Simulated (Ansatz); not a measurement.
`N[SiH]1[O][GeH2]1` + HCl → `Cl[SiH]1[O][GeH2]1` + NH₃ at 500 K and 1 bar (ligand exchange at the Si–N bond).

Computed with Ansatz on PBE0-D4/def2-TZVP structures; ΔE is electronic, products minus reactants. CBS: MP2 limit from def2 TZ/QZ plus the TZ coupled-cluster correction, frozen cores. This one scheme is used for every species. For Ge outer-core shells are correlated without core-valence functions, which leaves a few kJ/mol of doubt a bond. Scalar relativity is left out up to krypton. Each species was taken in one conformer, which may not be the lowest.

| species | CCSD(T)/CBS energy (Eh) | H − E (kJ/mol) | S (J/(mol·K)) |
| --- | --- | --- | --- |
| `N[SiH]1[O][GeH2]1` | -2498.12306 | 187.2 | 393.2 |
| HCl | -460.38127 | 32.5 | 201.9 |
| `Cl[SiH]1[O][GeH2]1` | -2902.00691 | 117.9 | 382.1 |
| NH₃ | -56.50880 | 108.2 | 211.8 |

H − E and S are ideal-gas, rigid-rotor, harmonic terms from PBE0-D4/def2-TZVP, for one conformer and one mirror image of each species. 1 Eh = 2625.50 kJ/mol, R = 8.31446 J/(mol·K).

Problem. By hand: ΔE, ΔH, ΔS and ΔG.

Solution. ΔE = (-2902.00691) + (-56.50880) − (-2498.12306) − (-460.38127) = -0.01138 Eh = -29.9 kJ/mol. Δ(H − E) = 117.9 + 108.2 − 187.2 − 32.5 = 6.4, so ΔH = -23.5 kJ/mol. ΔS = 382.1 + 211.8 − 393.2 − 201.9 = -1.2 J/(mol·K). ΔG = -23.5 − 500 × (-1.2)/1000 = -22.9 kJ/mol.

Problem. By hand: the equilibrium constant, and the temperature at which ΔG would vanish if ΔH and ΔS stayed fixed.

Solution. log₁₀ K = −ΔG/(RT ln 10) = 2.4. ΔG = 0 at ΔH/ΔS = 19583 K, far beyond where these terms or the molecules hold.

The number of gas molecules stays the same, so ΔS is small and ΔH decides. A doubt of 5 kJ/mol in ΔE shifts log₁₀ K by 0.5 here. Other conformers and mirror images would add mixing entropy, several J/(mol·K) or more a flexible species. These are equilibria of isolated gas molecules and say nothing of rates. Largest T1 diagnostic: 0.014 (customary marks: 0.02 for closed shells, 0.045 for open ones).
